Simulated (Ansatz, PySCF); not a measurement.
Reaction (SMILES): CO[SiH3] -> [O][SiH3] + [CH3] (CH3) (the C-O bond at the site shown breaks; other sites are not compared here)
Geometries: B3LYP-D3(BJ)/def2-TZVP minima from Ansatz (a first-principles code).

Wanted: bond dissociation energy (electronic energy difference), in eV. Valence correlation only, unless marked. UHF or UKS for open shells. Spin-orbit coupling is left out. No relativistic terms. CBS marks a two-point X^-3 extrapolation of the correlation energy; Hartree-Fock from the larger set. [CCSD(T)-MP2]/basis is that difference in the basis named.

| level | program | bond dissociation energy (eV) | minus last row |
|---|---|---|---|
| HF/aug-cc-pV(D+d)Z | Ansatz | 2.64 | -1.71 |
| SVWN5/def2-TZVPD | Ansatz | 5.04 | 0.69 |
| PBE/def2-TZVPD | Ansatz | 4.14 | -0.21 |
| M06-2X/def2-TZVPD | PySCF | 4.38 | 0.03 |
| B2PLYP-D3(BJ)/def2-TZVPD | Ansatz + dftd3 | 4.22 | -0.13 |
| CCSD(T)/cc-pV(D+d)Z | Ansatz | 4.06 | -0.29 |
| RI-MP2/CBS(aug-cc-pV(T+d)Z,aug-cc-pV(Q+d)Z)+[CCSD(T)-MP2]/aug-cc-pV(T+d)Z | Ansatz | 4.35 | 0.00 |
